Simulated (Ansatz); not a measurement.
Input file for Ansatz (a quantum-chemistry and plane-wave program): R-CCSD(T)/def2-TZVPPD on HI (SMILES I) with ghost functions, monomers drawn apart or pushed together. Elements past Kr take the def2 small-core potentials; no spin–orbit coupling. Files ending in .json are basis or fitting sets from the Basis Set Exchange. The run froze 9 orbitals, filled d shells among them.

Ansatz 0.2 input:
```yaml
crystal:
  periodic: [false, false, false]
  atoms:
    - {symbol: I, position_ang: [-0.06004151, 0.81983786, 5.04594485]}
    - {symbol: H, position_ang: [0.88886002, -0.48741384, 5.06591149]}
basis:
  gaussian:
    orbitals: def2-TZVPPD.json
    ghost_atoms:
      - {symbol: O, position_ang: [0.84135829, -1.00494699, 0.23470781]}
      - {symbol: C, position_ang: [0.16523511, -0.10610626, -0.04979978]}
      - {symbol: O, position_ang: [-0.50926708, 0.78928589, -0.34431407]}
magnetization: {spin_polarized: false}
correlation: {method: ccsd_t, electrons: outside_noble_gas}
scf: {lower_state_search: off}
```

What total energy does the run end on?

-297.4188 hartree (reference determinant -297.2428, T1 diagnostic 0.008).

How many basis functions does it have, and what does it roughly cost on one machine?

193 functions; about 10 core-seconds (a rough figure).
